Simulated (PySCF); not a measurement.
# LaH: from constants to spectrum

UHF-CCSD(T) constants of LaH, triplet, about 0.0 electrons in the 4f shell (Mulliken) (La x2c-TZVPPall, H x2c-TZVPPall; spin-free X2C with a Gaussian nucleus (PySCF 2.14); masses 138.9063 and 1.0078 u):

| Quantity | Value |
| --- | --- |
| ωe | 1368.4 cm⁻¹ |
| ωexe | 16.7 cm⁻¹ |
| Be | 3.8325 cm⁻¹ |
| αe | 0.0696 cm⁻¹ |
| De to La (5d1 6s2) + H | 2.58 eV |

Q: What force constant and bond length do these constants imply?

A: Reduced mass μred = 1.0006 u; k = 5.8918×10⁻⁷·μred·ωe² (u, cm⁻¹, mdyn/Å) = 1.10 mdyn/Å; Re = √(16.8576/(μred·Be)) (u, cm⁻¹, Å) = 2.097 Å.

Q: Estimate the centrifugal constant D from the Kratzer relation and find the Dunham coefficient a1.

A: D = 4Be³/ωe² = 0.000120 cm⁻¹; a1 = −1 − αeωe/(6Be²) = -2.08.

Correlated steps freeze 18 core orbitals. These are scalar-relativistic numbers at best; spin–orbit coupling would shift them, the dissociation energy most. With d or f electrons several states lie close, and the lowest PBE0 determinant need not be the measured ground state.
